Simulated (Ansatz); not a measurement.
Geometry optimisation, RHF/def2-SVP (Ansatz 0.2.0).

input.yaml

```yaml
crystal:
  periodic: [false, false, false]
  atoms:
    - { symbol: Al, position_ang: [0.0, 0.0, 0.0] }
    - { symbol: H, position_ang: [0.0, 0.0, 1.91] }
    - { symbol: C, position_ang: [1.706, 0.0, -0.985] }
    - { symbol: H, position_ang: [2.0356, -1.0462, -1.1552] }
    - { symbol: H, position_ang: [1.5695, 0.508, -1.9624] }
    - { symbol: C, position_ang: [2.7598, 0.7369, -0.1745] }
    - { symbol: H, position_ang: [3.6837, 0.1238, -0.1234] }
    - { symbol: H, position_ang: [2.9879, 1.7088, -0.6598] }
    - { symbol: H, position_ang: [2.3786, 0.9171, 0.8522] }
    - { symbol: C, position_ang: [-1.706, 0.0, -0.985] }
    - { symbol: H, position_ang: [-2.2662, -0.9305, -0.7558] }
    - { symbol: H, position_ang: [-2.3102, 0.8797, -0.6796] }
    - { symbol: C, position_ang: [-1.4298, 0.0696, -2.4781] }
    - { symbol: H, position_ang: [-2.3466, -0.2101, -3.0379] }
    - { symbol: H, position_ang: [-1.1306, 1.1028, -2.7518] }
    - { symbol: H, position_ang: [-0.6104, -0.6331, -2.7365] }
    - { symbol: F, position_ang: [0.0832, -1.8866, 0.6275] }
    - { symbol: H, position_ang: [0.0446, -1.0119, 1.7645] }
basis:
  gaussian: { orbitals: def2-SVP }
hamiltonian:
  xc: hf
relax:
  f_tol: 0.15
  max_steps: 25
  restrain:
    - { distance: [0, 16], at: 2.89, k: 30.0 }
    - { distance: [17, 1], at: 1.86, k: 30.0 }
    - { distance: [0, 1], at: 1.56, k: 30.0 }
    - { distance: [17, 16], at: 0.92, k: 30.0 }
```

Command:

```bash
$ ansatz run input.yaml --threads 4 --pin off --max-ram 5120MiB --backend cpu --events-out ev --progress --plain --runs-dir out
```

Q: Where does it end, and by what steps?

A: The run converged. The restraints hold the end off the free minimum; the threshold counts their pulls, which the force column leaves out. Restrained pairs: Al1–F17 (1.99 → 2.89 Å), H2–H18 (1.02 → 1.86 Å), Al1–H2 (1.91 → 1.57 Å), F17–H18 (1.44 → 0.91 Å). After 12 steps the energy has fallen by 1.429 eV (the restraints' own energy left out); F17 moved furthest, 0.93 Å.

```csv
step,energy less start (eV),largest force component (eV/Å),accepted
0,0.0000,4.404,yes
1,0.3101,3.427,yes
2,-0.5239,2.760,yes
3,-0.7157,2.355,yes
4,-1.1253,0.990,yes
5,-1.2749,0.513,yes
6,-1.3450,0.413,yes
7,-1.3964,0.419,yes
8,-1.4215,0.380,yes
9,-1.4093,0.677,no
10,-1.4255,0.389,yes
11,-1.4182,1.008,no
12,-1.4293,0.386,yes
```

```xyz
18
Properties=species:S:1:pos:R:3
Al 0.004 0.141 -0.100
H -0.102 0.272 1.465
C 1.805 0.115 -0.911
H 2.050 -0.945 -1.067
H 1.758 0.539 -1.922
C 2.935 0.785 -0.115
H 3.910 0.642 -0.587
H 2.779 1.864 -0.022
H 3.006 0.387 0.901
C -1.695 0.065 -1.106
H -2.235 -0.823 -0.752
H -2.314 0.908 -0.772
C -1.622 0.049 -2.640
H -2.613 -0.014 -3.097
H -1.144 0.951 -3.031
H -1.043 -0.802 -3.008
F 0.004 -2.284 1.465
H -0.033 -1.521 1.967
```

Time of the run: 17 s on 4 threads of Intel(R) Xeon(R) 6975P-C (Granite Rapids) (shared host), peak memory 0.43 GiB.
